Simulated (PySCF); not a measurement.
C3H4BFO. Atoms are numbered in the order given.

```xyz
10

C     -0.1516     2.6846     0.0000
C      0.3701     1.4870     0.0000
C      0.8682     0.2681     0.0000
B     -0.0455    -0.9980     0.0000
O      0.4305    -2.2660     0.0000
F     -1.3703    -0.8641     0.0000
H     -0.3809     3.2025     0.9374
H     -0.3809     3.2025    -0.9374
H      1.9637     0.1684     0.0000
H      1.3933    -2.3163     0.0000
```

Geometry: B3LYP-D3(BJ)/def2-SVP. The structure was generated by enumeration, and PubChem lists no compound with its InChIKey, so it may never have been made. Other conformers were not sampled.

These are PySCF with ωB97X/def2-TZVP values and carry that method's errors.

ESP charges are fitted to the potential on shells at 1.4 to 2.0 van der Waals radii. Atomic charges (e):

```
atom    IAO  Löwdin  ESP fit
----  -----  ------  -------
C1    -0.37   -0.20    -0.70
C2     0.12   -0.03     0.39
C3    -0.41   -0.12    -0.72
B4     0.65   -0.87     0.82
O5    -0.55    0.21    -0.68
F6    -0.33    0.33    -0.30
H7     0.18    0.14     0.27
H8     0.18    0.14     0.27
H9     0.16    0.17     0.22
H10    0.38    0.22     0.43
```

Computed Mayer and Wiberg (Löwdin basis) orders of the bonds:
| bond | Mayer | Wiberg |
|---|---|---|
| C1–C2 | 1.91 | 2.18 |
| C2–C3 | 1.86 | 1.97 |
| C3–B4 | 1.01 | 1.19 |
| B4–O5 | 1.35 | 2.01 |
| B4–F6 | 1.18 | 2.05 |
| C1–H7 | 0.94 | 0.87 |
| C1–H8 | 0.94 | 0.87 |
| C3–H9 | 0.89 | 0.78 |
| O5–H10 | 0.87 | 0.94 |
